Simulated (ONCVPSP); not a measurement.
# Ag (Z = 47): one change to an ONCV potential, before and after

ONCVPSP 4.0.1 input, shortened (lines: element, Z, core and valence counts, functional; n l f; lmax; l rc ep ncon nbas qcut; lloc lpopt rc5 dvloc0; l nproj debl; icmod fcfact rcfact), LDA (Perdew-Wang 92), scalar-relativistic:

```
  Ag 47.00    7    3  -001012      upf
    1    0    2.00
    2    0    2.00
    2    1    6.00
    3    0    2.00
    3    1    6.00
    3    2   10.00
    4    0    2.00
    4    1    6.00
    4    2   10.00
    5    0    1.00
    2
    0    2.55    0.00    4    7    3.00
    1    1.05    0.00    4    7    9.30
    2    1.65    0.00    4    9   10.90
    4    5    1.05    6.00
    0    2    1.40
    1    2    3.20
    2    2    1.10
    3    2.50    1.80
```

Change: p: rc 1.42.

Cutoffs: the cutoffs (Ha) at which the residual kinetic energy of the hardest occupied pseudo-wave falls to 1 and 0.1 mHa per electron; they do not see the model core or the augmentation charge, which bear on the density cutoff. Errors are all-electron minus pseudo energies relative to the spin-unpolarised reference configuration.

Question: How do hardness, ghosts and transferability respond?

Answer: The potential gets softer (45 Ha and 121 Ha → 34 Ha and 40 Ha); both files keep a bound ghost (s); of the 4 tests that both files solve, the error grows in 1 and shrinks in 0 by more than 15 % and 0.3 meV (median size 18.3 → 18.6 meV). A larger radius leaves more room for a smooth pseudo-wave, so fewer plane waves are needed.

| quantity | base | changed |
| --- | --- | --- |
| cutoff, loose | 45 Ha | 34 Ha |
| cutoff, tight | 121 Ha | 40 Ha |
| loose cutoff by channel | s 3.9 Ha, p 45 Ha, d 34 Ha | s 3.9 Ha, p 25 Ha, d 34 Ha |
| bound ghosts | s | s |
| GHOST(+) flags under 300 eV | none | none |
| error for 4p6 4d10 5s0, meV [ΔE 8.10 eV] | -11 | -11 |
| error for 4p6 4d9 5s0, meV [ΔE 30.48 eV] | +8.2 | +8.1 |
| error for 4p6 4d8 5s0, meV [ΔE 66.92 eV] | +26 | +26 |
| error for 4p5 4d10 5s1, meV [ΔE 65.35 eV] | -82 | -115 |
| s: phases at 2.59 bohr within 0.05 rad from the reference energy up to (Ha; the scan ends near 5) | n/a | n/a |
| d: phases at 1.67 bohr within 0.05 rad from the reference energy up to (Ha; the scan ends near 5) | to the end of the scan | to the end of the scan |
| rms error of d²Exc/dni dnj with the model core, mHa | 0.19 | 0.22 |

 A true bound ghost makes a file unfit for plane-wave use even where its test errors are small: the radial tests pick states by their node count and pass the ghost by.
